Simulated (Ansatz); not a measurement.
```yaml
atoms:
  - { symbol: C, position_ang: [0.0000, 0.0000, 0.0000] }
  - { symbol: P, position_ang: [0.0000, 0.0000, 1.5901] }
```

Basis set: cc-pVTZ on C; cc-pV(T+d)Z on P (spherical functions). Frozen core: 6 orbitals. Correlation on ROHF uses semicanonical orbitals with singles. Charge 0, multiplicity 2.

Computed with Ansatz (development build ahead of 0.2.0); the reference of a correlated method needn't be the lowest determinant of its kind.

The atomization energy at this shape (free ground-state atoms in the same class of orbitals less the molecule, no zero-point energy) of doublet CP:

```json
{"method": "ROHF-CCSD(T)", "atomization energy": "116.96 kcal/mol"}
{"method": "ROHF-CCSD", "atomization energy": "107.07 kcal/mol"}
```

Task: What does UHF-CCSD(T) give?

Result: 114.80 kcal/mol. Caution: large share of triples, a single reference is doubtful; the reference determinant was not shown to be the lowest. Caution for ROHF-CCSD(T), ROHF-CCSD: an unrestricted determinant lies well below. Caution for UHF-CCSD(T): another reference gives a lower total; the unrestricted determinant is a mixture of spin states.
